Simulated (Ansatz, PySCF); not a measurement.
BiCl$_{2}$ (SMILES [Cl][Bi][Cl]), doublet, geometry from GFN2-xTB (such geometries of metal compounds can be far from the true shape) (the spin is typed, not shown lowest) (core potentials on Bi). Base run: WB97X/def2-SVPD in PySCF.

PySCF was given this input:
```python
from pyscf import gto, scf, dft

mol = gto.M(
    atom='''
Bi    0.31935808   -0.02910973    0.37116121
Cl    0.59421202    0.41454246   -2.06120785
Cl   -2.15343088   -0.27241847    0.24906782
''',
    basis='def2-svpd',
    ecp={'Bi': 'def2-svpd'},
    spin=1,
    verbose=4,
)

mf = dft.UKS(mol)
mf.xc = 'wb97x'
mf.kernel()
```

The same geometry, method and basis name were run in Ansatz (a first-principles code) and PySCF, at each program's defaults and at the settings that a row names. The base is PySCF at its defaults. Differences at the defaults can come from grids, fitting, cores and function types together.

| code and settings | ΔE vs base (µEh) | basis functions | E (Eh) | SCF cycles | dipole (D) |
|---|---|---|---|---|---|
| PySCF, defaults (exact integrals, its default grid, spherical functions) | 0.0 | 86 | -1134.86437 | 13 | 4.52 |
| Ansatz, defaults (factorised integrals, its default grid, spherical functions) | 368 | 86 | -1134.86401 | - | - |
| PySCF, density fitting with def2-universal-jkfit | -4.3 | 86 | -1134.86438 | 13 | 4.52 |
| PySCF, fine grid | 439 | 86 | -1134.86393 | 13 | 4.52 |
| Ansatz, high accuracy | 367 | 86 | -1134.86401 | - | - |

Open shells are given as the SCF converged; they aren't shown to be the lowest states, and a large step between rows can be another state.
